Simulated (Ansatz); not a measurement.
One geometry of the cluster Ta₅Si₃⁺, several levels of theory.

```yaml
crystal:
  periodic: [false, false, false]
  atoms:
    - {symbol: Ta, position_ang: [-2.654193, -0.546619, -0.355179]}
    - {symbol: Ta, position_ang: [-0.731364, 1.021880, -0.998656]}
    - {symbol: Ta, position_ang: [-0.867382, -1.530377, 1.166962]}
    - {symbol: Ta, position_ang: [-1.591566, 0.865458, 1.637486]}
    - {symbol: Ta, position_ang: [-0.059542, -1.333886, -1.419818]}
    - {symbol: Si, position_ang: [0.905028, 0.200901, 0.881247]}
    - {symbol: Si, position_ang: [3.137559, 0.875455, 0.479074]}
    - {symbol: Si, position_ang: [1.861460, 0.447187, -1.391106]}
basis:
  gaussian: {orbitals: def2-TZVP, initial_orbitals: start.molden}
total_charge: 1
hamiltonian: {xc: pbe0, dispersion: d4}
scf: {omitted_lower_state_checks: [starts]}
output: {orbitals: {seedname: orbitals}}
```

The file start.molden holds the orbitals of an earlier run on this structure, at another level or in another basis.

```sh
$ ansatz run in.yaml --threads 4 --pin off --events-out ev --progress --plain --max-ram 6963MiB
```

Shortened log:

```
Functional definition: PBE0
  name "PBE0"
  cite "Adamo & Barone, J. Chem. Phys. 110, 6158 (1999) doi:10.1063/1.478522"
  cite "Perdew, Burke & Ernzerhof, Phys. Rev. Lett. 77, 3865 (1996) doi:10.1103/PhysRevLett.77.3865"
  parent pbe
  parameter a = 0.25
  parameter kappa = 0.804
  parameter beta = 0.06672455060314922
  exchange = (1 - a)*pbe_x(kappa = kappa, mu = beta*pi^2/3) + a*exact_x
  correlation = pbe_c(beta = beta)
these checks for a lower state are left out or cut short: starts
2844 factors; their error is unknown
mean field evaluation 1: about -31368.0140 eV, gradient 1.3e2 eV
mean field evaluation 2: about -31370.7260 eV, gradient 4.2e0 eV
mean field evaluation 4: about -31370.9172 eV, gradient 1.4e-2 eV
mean field -31371.01943367 eV, -1152.8637001465 hartree, gradient 8.6e-5 eV, S^2 0.000000; 0 other end points of the search recorded, 0 dependent functions left out
reference -31371.01946901 eV, -1152.8637014454 hartree; 53, 53 occupied and 258, 258 virtual orbitals, 2844 factors
Total energy: -31371.43922900 eV, -1152.8791273404 hartree
Checks for a lower state left out: starts
```

Hardware: 4 threads of Arm Neoverse V2 on a shared host. Wall time 20 s, peak host memory 2 GiB.

As the first input, with `hamiltonian: {xc: r2scan, dispersion: d4}` (abridged; 26 s):

```
Functional definition: r2SCAN
mean field -31384.64183725 eV, -1153.3643142447 hartree, gradient 2.4e-5 eV, S^2 0.000000
Total energy: -31384.72864596 eV, -1153.3675044060 hartree
Checks for a lower state left out: starts
```

First input, but with `hamiltonian: {xc: pbe, dispersion: d4}`, `output: {forces: true, orbitals: {seedname: orbitals}}` (abridged; 13 s):

```
Functional definition: PBE
mean field -31377.19126370 eV, -1153.0905107167 hartree, gradient 2.5e-5 eV, S^2 0.000000
Total energy: -31377.67300676 eV, -1153.1082144479 hartree
Atom 0 force     0.172490    -0.010844     0.054625 eV/Å
Atom 1 force     0.073185    -0.091507     0.138310 eV/Å
Atom 2 force     0.002527     0.142590    -0.134741 eV/Å
Atom 3 force     0.040193    -0.093009    -0.170544 eV/Å
Atom 4 force    -0.078585     0.127203     0.172075 eV/Å
Atom 5 force    -0.026347    -0.033275    -0.128333 eV/Å
Atom 6 force    -0.130542    -0.025666    -0.085912 eV/Å
Atom 7 force    -0.052921    -0.015493     0.154520 eV/Å
Dipole moment:    -0.394907    -0.065374     0.079363 e Å
Checks for a lower state left out: starts
```

Geometry: PBE-D4/def2-SVP.

In the def2 sets Ta takes a core potential; there is no spin–orbit coupling. This restricted singlet of an open-shell metal (gap down to 0.54 eV) wasn't tested against broken symmetry. No other spin state of charge 1 was run. Another isomer (singlet) lies 1.27 eV lower at PBE0-D4/def2-TZVP; other spin states weren't run for this one.
